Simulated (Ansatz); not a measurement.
## CH5AlO2 (SMILES C[Al](O)O): the energy, rung by rung

The species is CH5AlO2 (9 atoms), meant as a singlet with charge 0. As SMILES, `C[Al](O)O`. Geometry: optimised at r2SCAN/def2-SVP. This is one conformer, not always the lowest.

```jsonl
{"atom": "C", "x (Å)": "-0.0269", "y (Å)": "1.1054", "z (Å)": "-1.0302"}
{"atom": "Al", "x (Å)": "-0.0028", "y (Å)": "-0.3076", "z (Å)": "0.2898"}
{"atom": "O", "x (Å)": "0.9629", "y (Å)": "-1.6802", "z (Å)": "-0.0132"}
{"atom": "O", "x (Å)": "-0.9404", "y (Å)": "-0.1263", "z (Å)": "1.7030"}
{"atom": "H", "x (Å)": "-0.2236", "y (Å)": "0.7101", "z (Å)": "-2.0406"}
{"atom": "H", "x (Å)": "-0.7877", "y (Å)": "1.8694", "z (Å)": "-0.8068"}
{"atom": "H", "x (Å)": "0.9512", "y (Å)": "1.6137", "z (Å)": "-1.0801"}
{"atom": "H", "x (Å)": "1.0952", "y (Å)": "-2.4583", "z (Å)": "0.5318"}
{"atom": "H", "x (Å)": "-1.0280", "y (Å)": "-0.7264", "z (Å)": "2.4463"}
```

Each level gives the dissociation energy of the H8–O3 bond into doublet H and doublet CH4AlO2 (shapes relaxed at r2SCAN/def2-SVP, no zero-point term) (eV). The values are calculated.

```tsv
level	kind	program	value (eV)	less CCSD(T)/def2-SVP	CPU time (all runs)
SVWN5/def2-SVP	LDA	Ansatz	6.01	+0.80	4.5 s
BLYP/def2-SVP	GGA	Ansatz	5.18	-0.03	10 s
r2SCAN/def2-SVP	meta-GGA	Ansatz	5.25	+0.04	21 s
CAM-B3LYP/def2-SVP	range-separated hybrid	Ansatz	5.33	+0.12	13 s
wB97M-V/def2-SVP	range-separated hybrid	Ansatz	5.44	+0.23	49 s
B2PLYP/def2-SVP	double hybrid	Ansatz	5.29	+0.08	15 s
MP2/def2-SVP	perturbation theory	Ansatz	5.37	+0.16	4.8 s
CCSD(T)/def2-SVP	coupled cluster or CI	Ansatz	5.21	0.00	24 s
```

Differences are taken from CCSD(T)/def2-SVP for orientation; it has basis-set and higher-order errors of its own. The values span 5.18 to 6.01 eV. Measured bond enthalpies also hold zero-point and thermal terms, a few tenths of an eV less. Times are those of the runs behind each value, whatever else they computed, on shared processors of several kinds: orders of magnitude only.
